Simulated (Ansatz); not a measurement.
Calculated with Ansatz (gas phase, PBE0-D4/def2-TZVP geometries, no zero-point term in ΔE). CCSD(T)/CBS adds triple-zeta CCSD(T) − MP2 to the extrapolated MP2 energy (def2 sets, frozen cores). DFT in def2-TZVPP. B3LYP here is the variant with VWN-RPA as its local correlation; programs differ in this. No spin–orbit coupling; open shells (•) take unrestricted orbitals. For Se outer-core shells are correlated without core-valence functions, which leaves a few kJ/mol of doubt a bond. Scalar relativity is left out up to krypton. One conformer a species, not always the lowest.

Reaction (homolysis of the Se–Si bond): `[SiH3]C[SiH2][SeH]` → `[SeH]`• + `[SiH2]C[SiH3]`•

| level | ΔE (eV) | difference from CCSD(T)/CBS |
| --- | --- | --- |
| BLYP-D4 | 3.44 | -0.32 |
| B3LYP-D4 | 3.49 | -0.27 |
| r2SCAN0-D4 | 3.49 | -0.27 |
| CAM-B3LYP-D4 | 3.49 | -0.27 |
| ωB97X-V | 3.67 | -0.09 |
| B2PLYP | 3.48 | -0.28 |
| PBE-QIDH | 3.64 | -0.12 |
| revPBE | 3.27 | -0.49 |
| r2SCAN | 3.50 | -0.26 |
| B3LYP | 3.32 | -0.44 |
| r2SCANh | 3.48 | -0.28 |
| r2SCAN0 | 3.46 | -0.30 |
| BHLYP | 3.31 | -0.45 |
| CCSD(T)/def2-SVP | 3.32 | -0.44 |
| SCS-MP2/def2-QZVPP | 3.75 | -0.01 |
| HF/CBS(def2) | 2.47 | -1.29 |
| CCSD(T)/CBS | 3.76 | 0 |

Largest T1 diagnostic among the species: 0.013.

From BLYP to BHLYP (50 % exact exchange), in def2-TZVPP and without D4, ΔE moves by +0.08 eV. Leaving LDA and LC-ωPBE aside and taking each functional with its dispersion term where it has one, the values spread over 0.23 eV, from BLYP-D4 to ωB97X-V. LDA lies +0.63 eV from PBE without D4, its usual overbinding. In def2-TZVPP, CCSD(T) changes the Hartree–Fock value by +1.10 eV (the triples alone add +0.11 eV) and MP2 by +1.26 eV; breaking electron pairs costs correlation energy, which Hartree–Fock lacks.
